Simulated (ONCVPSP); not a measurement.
Pseudopotential generation for antimony: ONCV, PBEsol, scalar-relativistic.

ONCVPSP 4.0.1 was run on this input:

```
# ATOM AND REFERENCE CONFIGURATION
# atsym  z   nc   nv     iexc    psfile
  Sb 51.00    6    5  -116133      upf
#
#   n    l    f
    1    0    2.00
    2    0    2.00
    2    1    6.00
    3    0    2.00
    3    1    6.00
    3    2   10.00
    4    0    2.00
    4    1    6.00
    4    2   10.00
    5    0    2.00
    5    1    3.00
#
# PSEUDOPOTENTIAL AND OPTIMIZATION
# lmax
    3
#
#   l,   rc,      ep,       ncon, nbas, qcut
    0    1.55    0.00    4    8    6.10
    1    1.25    0.00    4    8   11.60
    2    1.00    0.00    4    7   10.00
    3    1.50    0.32    4    8    7.50
#
# LOCAL POTENTIAL
# lloc, lpopt,  rc(5),   dvloc0
    4    4    0.85    0.00
#
# VANDERBILT-KLEINMAN-BYLANDER PROJECTORs
# l, nproj, debl
    0    2    1.90
    1    2    0.60
    2    1    0.50
    3    2    1.00
#
# MODEL CORE CHARGE
# icmod, fcfact, rcfact
    3    4.75    1.75
#
# LOG DERIVATIVE ANALYSIS
# epsh1, epsh2, depsh
   -7.00    5.00    0.04
#
# OUTPUT GRID
# rlmax, drl
    6.00    0.01
#
# TEST CONFIGURATIONS
# ncnf
    4
# nvcnf
#   n    l    f
    5
    4    0    2.00
    4    1    6.00
    4    2   10.00
    5    0    2.00
    5    1    2.00
#
    5
    4    0    2.00
    4    1    6.00
    4    2   10.00
    5    0    2.00
    5    1    1.00
#
    5
    4    0    2.00
    4    1    6.00
    4    2   10.00
    5    0    2.00
    5    1    0.00
#
    5
    4    0    2.00
    4    1    6.00
    4    2   10.00
    5    0    2.00
    5    1    2.50
#
```

Command:

```bash
oncvpsp.x < Sb.dat > Sb.out
```

Output (shortened: citation, most of the input echo, consistency checks and plot data are left out):

```
ONCVPSP  (Optimized Norm-Conservinng Vanderbilt PSeudopotential)
scalar-relativistic version 4.0.1

#   n    l    f        energy (Ha)
    1    0    2.00    -1.1131426E+03
    2    0    2.00    -1.6939684E+02
    2    1    6.00    -1.5210016E+02
    3    0    2.00    -3.3201395E+01
    3    1    6.00    -2.7564070E+01
    3    2   10.00    -1.8956078E+01
    4    0    2.00    -5.4616443E+00
    4    1    6.00    -3.7348052E+00
    4    2   10.00    -1.2292648E+00
    5    0    2.00    -4.7319649E-01
    5    1    3.00    -1.7802957E-01

Reference configufation results
  iterations    25
  all-electron total energy (Ha)   -6.47862820D+03

Begin loop to  construct optimized pseudo wave functions
and semi-local pseudopoentials for all angular momenta

Calculating optimized projector #   1

 for l=   0

    Fraction of norm inside rc  0.989908
    Optimizing pswf for qcut=   6.10 a_B^-1,  ecut=  18.62 Ha
    Residual kinetic energy error=  2.79D-05 Ha

    Energy error per electron        Cutoff
         Ha          eV             Ha
         0.01000     0.27211       10.04
         0.00100     0.02721       12.73
         0.00010     0.00272       14.92
         0.00001     0.00027       62.11

Calculating optimized projector #   2

 for l=   0

    Fraction of norm inside rc  0.179632
    Optimizing pswf for qcut=   6.10 a_B^-1,  ecut=  18.62 Ha
    Residual kinetic energy error=  4.80D-04 Ha

    Energy error per electron        Cutoff
         Ha          eV             Ha
         0.01000     0.27211        8.51
         0.00100     0.02721       12.12
         0.00010     0.00272       57.38
         0.00001     0.00027       97.45

Calculating optimized projector #   1

 for l=   1

    Fraction of norm inside rc  0.901913
    Optimizing pswf for qcut=  11.60 a_B^-1,  ecut=  67.34 Ha
    Residual kinetic energy error=  4.12D-07 Ha

    Energy error per electron        Cutoff
         Ha          eV             Ha
         0.01000     0.27211       20.00
         0.00100     0.02721       42.25
         0.00010     0.00272       52.02
         0.00001     0.00027       58.97

Calculating optimized projector #   2

 for l=   1

    Fraction of norm inside rc  0.035584
    Optimizing pswf for qcut=  11.60 a_B^-1,  ecut=  67.34 Ha
    Residual kinetic energy error=  3.50D-07 Ha

    Energy error per electron        Cutoff
         Ha          eV             Ha
         0.01000     0.27211       15.42
         0.00100     0.02721       30.72
         0.00010     0.00272       47.66
         0.00001     0.00027       57.03

Calculating optimized projector #   1

 for l=   2

    Fraction of norm inside rc  0.529787
    Optimizing pswf for qcut=  10.00 a_B^-1,  ecut=  50.04 Ha
    Residual kinetic energy error=  6.54D-04 Ha

    Energy error per electron        Cutoff
         Ha          eV             Ha
         0.01000     0.27211       38.39
         0.00100     0.02721       48.24
         0.00010     0.00272       91.15
         0.00001     0.00027      166.62

   Wellstate for l =  3  n =  4
     eigenvalue =   0.3200
     asymptotic potential =   0.8200
     half-point radius =  8.7882

   Wellstate for l =  3  n =  5
     eigenvalue =   1.3200
     asymptotic potential =   1.8200
     half-point radius =  4.2907

Calculating optimized projector #   1

 for l=   3

    Fraction of norm inside rc  0.005866
    Optimizing pswf for qcut=   7.50 a_B^-1,  ecut=  28.10 Ha
    Residual kinetic energy error=  8.42D-05 Ha

    Energy error per electron        Cutoff
         Ha          eV             Ha
         0.01000     0.27211        7.86
         0.00100     0.02721       19.44
         0.00010     0.00272       27.50
         0.00001     0.00027       99.57

Calculating optimized projector #   2

 for l=   3

    Fraction of norm inside rc  0.268965
    Optimizing pswf for qcut=   7.50 a_B^-1,  ecut=  28.10 Ha
    Residual kinetic energy error=  1.36D-02 Ha

    Energy error per electron        Cutoff
         Ha          eV             Ha
         0.01000     0.27211       29.06
         0.00100     0.02721       49.46
         0.00010     0.00272      100.64
         0.00001     0.00027      152.09

Construct Vanderbilt / Kleinmman-Bylander projectors

B matrix Hermiticity error, ll=   0
   1   2    1.0302E-03

  Orthonormal projector coefficients  1.2884E+01  2.9577E+00

B matrix Hermiticity error, ll=   1
   1   2    5.1142E-04

  Orthonormal projector coefficients  1.1526E+01  2.5083E+00

B matrix Hermiticity error, ll=   3
   1   2    1.0572E-05

  Orthonormal projector coefficients -1.3658E+01 -5.1706E+00

Model core correction analysis
  based on d2Exc/dn_idn_j

d2excae - all-electron derivatives

   -3.490709D-02   -3.202940D-02   -2.470538D-02   -2.768050D-03
   -1.479308D-03
   -3.202951D-02   -3.038619D-02   -2.477574D-02   -3.263311D-03
   -1.583704D-03
   -2.470557D-02   -2.477583D-02   -2.334492D-02   -6.594008D-03
   -3.111662D-03
   -2.768047D-03   -3.263246D-03   -6.593655D-03   -2.479676D-02
   -1.985566D-02
   -1.479330D-03   -1.583709D-03   -3.111588D-03   -1.985528D-02
   -2.175530D-02

d2excps - pseudofunction derivatives with no core correction

   -5.513534D-02   -3.578169D-02   -2.540314D-02   -5.429005D-03
   -2.000105D-03
   -3.578269D-02   -3.407073D-02   -2.755524D-02   -3.582971D-03
   -1.853155D-03
   -2.540315D-02   -2.755535D-02   -2.547306D-02   -6.590775D-03
   -3.279383D-03
   -5.431294D-03   -3.582915D-03   -6.590424D-03   -2.510191D-02
   -1.988799D-02
   -2.000231D-03   -1.853167D-03   -3.279311D-03   -1.988761D-02
   -2.177338D-02

rms 2nd derivative error    4.414047E-03

rmatch, rhocmatch    0.5213   48.8608

Teter function model core charge with specified parameters

d2excps - pseudofunction derivatives with core correction

   -2.690827D-02   -2.311651D-02   -1.824809D-02   -2.530717D-03
   -1.166103D-03
   -2.311648D-02   -2.475969D-02   -2.152455D-02   -2.624994D-03
   -1.311155D-03
   -1.824804D-02   -2.152454D-02   -2.139673D-02   -6.136562D-03
   -2.951553D-03
   -2.530685D-03   -2.624912D-03   -6.136206D-03   -2.476859D-02
   -1.981473D-02
   -1.166103D-03   -1.311148D-03   -2.951476D-03   -1.981435D-02
   -2.173752D-02

rms 2nd derivative error    3.818899E-03

Pseudoatom total energy -242.744305

Diagnostic tests using Vanderbilt-Kleinman-Bylander pseudopotentials
  1 or more projectors used as specified by nproj input data

   l    rcore       rmatch      e in        delta e   norm test  slope test

   0   1.5579633   1.6052665  -5.4616443   0.0000055   1.0003096   1.0002680
   0   1.5579633   1.6052665  -0.4731965   0.0000024   1.0000454   1.0000314

   1   1.2561165   1.2942549  -3.7348052  -0.0000035   1.0002522   1.0002653
   1   1.2561165   1.2942549  -0.1780296   0.0000148   1.0001055   1.0000887

   2   1.0007064   1.0310900  -1.2292648  -0.0000005   1.0000050   1.0000397

   3   1.5030359   1.5486713   0.3200000   0.0000252   1.0000946   1.0000946
   3   1.5030359   1.5486713   1.3200000   0.0000187   1.0001910   1.0001910

 Testing for bound ghosts
   n   l    E NL Schr. Eq   E Basis Diag.   E Cutoff

   1   0       -5.461639       -5.461636    109.60
   2   0       -0.473194       -0.457753    109.60

   2   1       -3.734809       -3.734804    192.75
   3   1       -0.178015        0.000413    192.75

   3   2       -1.229265       -1.222277    183.34

 Testing for highly-localized positive-energy ghosts
       l    <radius>/rc     E Basis Diag.   E Cutoff

       0        0.956081        6.052923    109.60  WARNING - GHOST(+)

Test configuration 0

   n   l     f        eae           eps        diff
   1   0  2.0000-1113.14261742
   2   0  2.0000 -169.39683979
   2   1  6.0000 -152.10016207
   3   0  2.0000  -33.20139538
   3   1  6.0000  -27.56407027
   3   2 10.0000  -18.95607847
   4   0  2.0000   -5.46164435   -5.46163890    5.45D-06
   4   1  6.0000   -3.73480523   -3.73480872   -3.50D-06
   4   2 10.0000   -1.22926478   -1.22926523   -4.50D-07
   5   0  2.0000   -0.47319649   -0.47319411    2.39D-06
   5   1  3.0000   -0.17802957   -0.17801474    1.48D-05

    Total energies and differences
      AE_ref= -6.47862820D+03  AE_tst= -6.47862820D+03  dif=  0.00D+00
      PS_ref= -2.42744305D+02  PS_tst= -2.42744305D+02  dif= -7.67D-13
      PSP excitation error=  7.67D-13

Test configuration 1

   n   l     f        eae           eps        diff
   1   0  2.0000-1113.45979477
   2   0  2.0000 -169.71247864
   2   1  6.0000 -152.41598657
   3   0  2.0000  -33.51649058
   3   1  6.0000  -27.87918025
   3   2 10.0000  -19.27116163
   4   0  2.0000   -5.77575994   -5.77562083    1.39D-04
   4   1  6.0000   -4.04882075   -4.04877005    5.07D-05
   4   2 10.0000   -1.54230101   -1.54228033    2.07D-05
   5   0  2.0000   -0.76106179   -0.76103732    2.45D-05
   5   1  2.0000   -0.44211936   -0.44209557    2.38D-05

    Total energies and differences
      AE_ref= -6.47862820D+03  AE_tst= -6.47832155D+03  dif=  3.07D-01
      PS_ref= -2.42744305D+02  PS_tst= -2.42437594D+02  dif=  3.07D-01
      PSP excitation error= -5.65D-05

Test configuration 2

   n   l     f        eae           eps        diff
   1   0  2.0000-1113.83132742
   2   0  2.0000 -170.08090908
   2   1  6.0000 -152.78477244
   3   0  2.0000  -33.88378005
   3   1  6.0000  -28.24649626
   3   2 10.0000  -19.63843696
   4   0  2.0000   -6.14078855   -6.14066941    1.19D-04
   4   1  6.0000   -4.41355695   -4.41343995    1.17D-04
   4   2 10.0000   -1.90490443   -1.90482348    8.10D-05
   5   0  2.0000   -1.08434701   -1.08430718    3.98D-05
   5   1  1.0000   -0.73967346   -0.73963501    3.85D-05

    Total energies and differences
      AE_ref= -6.47862820D+03  AE_tst= -6.47773311D+03  dif=  8.95D-01
      PS_ref= -2.42744305D+02  PS_tst= -2.41849041D+02  dif=  8.95D-01
      PSP excitation error= -1.75D-04

Test configuration 3

   n   l     f        eae           eps        diff
   1   0  2.0000-1114.24755599
   2   0  2.0000 -170.49223930
   2   1  6.0000 -153.19665073
   3   0  2.0000  -34.29327097
   3   1  6.0000  -28.65602685
   3   2 10.0000  -20.04791359
   4   0  2.0000   -6.54650935   -6.54661141   -1.02D-04
   4   1  6.0000   -4.81873360   -4.81853316    2.00D-04
   4   2 10.0000   -2.30655735   -2.30636166    1.96D-04
   5   0  2.0000   -1.43249165   -1.43245345    3.82D-05

    Total energies and differences
      AE_ref= -6.47862820D+03  AE_tst= -6.47683476D+03  dif=  1.79D+00
      PS_ref= -2.42744305D+02  PS_tst= -2.40950501D+02  dif=  1.79D+00
      PSP excitation error= -3.55D-04

Test configuration 4

   n   l     f        eae           eps        diff
   1   0  2.0000-1113.29351413
   2   0  2.0000 -169.54714694
   2   1  6.0000 -152.25054234
   3   0  2.0000  -33.35149744
   3   1  6.0000  -27.71417834
   3   2 10.0000  -19.10617507
   4   0  2.0000   -5.61139771   -5.61131101    8.67D-05
   4   1  6.0000   -3.88452870   -3.88450656    2.21D-05
   4   2 10.0000   -1.37862828   -1.37862198    6.30D-06
   5   0  2.0000   -0.61179000   -0.61177618    1.38D-05
   5   1  2.5000   -0.30506402   -0.30504517    1.88D-05

    Total energies and differences
      AE_ref= -6.47862820D+03  AE_tst= -6.47850792D+03  dif=  1.20D-01
      PS_ref= -2.42744305D+02  PS_tst= -2.42624004D+02  dif=  1.20D-01
      PSP excitation error= -2.11D-05
```

The run took about 5 s on one core of a shared server CPU.
